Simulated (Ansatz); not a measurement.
Consider the ligand exchange at the Al–C bond: `C[CH2][AlH][OH]` + HCl → `[OH][AlH][Cl]` + `CC`.

Gas-phase electronic energies from Ansatz, PBE0-D4/def2-TZVP geometries. CBS: MP2 limit from def2 TZ/QZ plus the TZ coupled-cluster correction, frozen cores. This one scheme is used for every species. Functionals use def2-TZVPP. B3LYP here is the variant with VWN-RPA as its local correlation; programs differ in this. Each species was taken in one conformer, which may not be the lowest.

`C[CH2][AlH][OH]`:

Z-matrix (Å, degrees):
```
C
C 1 1.529
H 1 1.094 2 111.7
H 1 1.094 2 112.3 3 120.1
H 1 1.094 2 111.7 3 -119.7
Al 2 1.957 1 116.3 3 59.8
H 2 1.098 1 110.2 3 -62.9
H 2 1.098 1 110.2 3 -177.4
O 6 1.701 2 121.1 1 -0.4
H 6 1.582 2 123.9 1 179.6
H 9 0.956 6 123.1 2 -0.0
```

HCl:

Z-matrix (Å, degrees):
```
Cl
H 1 1.279
```

`[OH][AlH][Cl]`:

Z-matrix (Å, degrees):
```
Al
O 1 1.684
Cl 1 2.096 2 119.8
H 1 1.563 2 119.3 3 180.0
H 2 0.956 1 124.3 3 0.0
```

`CC`:

```xyz
8

C    -0.645   -0.371   -0.150
C     0.645    0.371    0.150
H    -1.097   -0.025   -1.083
H    -0.474   -1.446   -0.247
H    -1.382   -0.227    0.644
H     1.097    0.025    1.083
H     0.474    1.446    0.247
H     1.382    0.227   -0.644
```

(1) Is it downhill or uphill in electronic energy at CCSD(T)/CBS, and by how much? (An estimate is asked.)

(2) What do these levels give: LDA (SPW92), PBE-D4, revPBE-D4, BLYP-D4, B3LYP-D4, r2SCAN, r2SCANh, BHLYP, LC-ωPBE, MP2/def2-SVP, CCSD(T)/def2-SVP, HF/def2-QZVPP? (Estimate.)

(3) What do rigid-rotor, harmonic-oscillator terms from PBE0-D4/def2-TZVP frequencies (298.15 K, 1 bar) make of the CCSD(T)/CBS value? (An estimate is asked.)

Largest T1 diagnostic among the species: 0.011.

Answers

(1) Computed: Downhill: ΔE = -185.0 kJ/mol.

(2) Ansatz gave: LDA (SPW92) -173.0, PBE-D4 -176.9, revPBE-D4 -176.3, BLYP-D4 -180.3, B3LYP-D4 -185.2, r2SCAN -189.4, r2SCANh -190.4, BHLYP -196.2, LC-ωPBE -185.0, MP2/def2-SVP -192.7, CCSD(T)/def2-SVP -188.9, HF/def2-QZVPP -206.6 kJ/mol.

(3) Ansatz gave: ΔZPE = +13.4 kJ/mol, ΔH = -174.6 kJ/mol, ΔS = -4 J/(mol·K), ΔG = -173.4 kJ/mol.

The D4 term adds +4.2 kJ/mol with B3LYP and +2.5 kJ/mol with PBE0; it sums over pairs of atoms, weighted by their polarisabilities, and B3LYP, whose exchange is more repulsive, gets the larger term. Leaving LDA and LC-ωPBE aside and taking each functional with its dispersion term where it has one, the values, not all of them listed here, spread over 16.7 kJ/mol, from BHLYP-D4 to revPBE-D4. LDA lies +6.6 kJ/mol from PBE without D4.
